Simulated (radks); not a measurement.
Ionisation of the terbium ion Tb+, [Xe] 4f9 6s1, to [Xe] 4f9 as the strength of local exchange is varied. Method: scalar-relativistic Kohn-Sham, Slater X-alpha exchange (alpha = 2/3 is LDA exchange), no correlation, spin-unpolarised, spherical densities, finite nucleus; Fermi nuclear charge, rms radius 5.06 fm; computed with a radial shooting solver on a logarithmic mesh with Libxc functionals.

alpha  E(Tb+) (hartree)  exchange (hartree)  IE (eV)  -e of the level emptied (eV)  <r> of it (bohr)
0.667       -11693.7209           -241.5471   10.856                    8.119 (6s)             3.795
0.723       -11714.0981           -262.3181   11.129                    8.398 (6s)             3.750
0.802       -11742.9092           -291.7460   11.524                    8.804 (6s)             3.686
0.958       -11800.0236           -350.2877   12.338                    9.645 (6s)             3.565
1.025       -11824.6433           -375.6055   12.700                   10.021 (6s)             3.515

NIST Atomic Spectra Database: 11.51 eV (semi-empirical). The Delta-SCF value meets it near alpha = 0.80. Spin polarisation and multiplet splitting are left out, so open shells lie too high by an amount that depends on their filling. Spin-orbit splitting is averaged out at the scalar-relativistic level.

Beside tabulated values, note that spin-unpolarised runs miss the spin-polarisation part of the exchange energy of open shells.
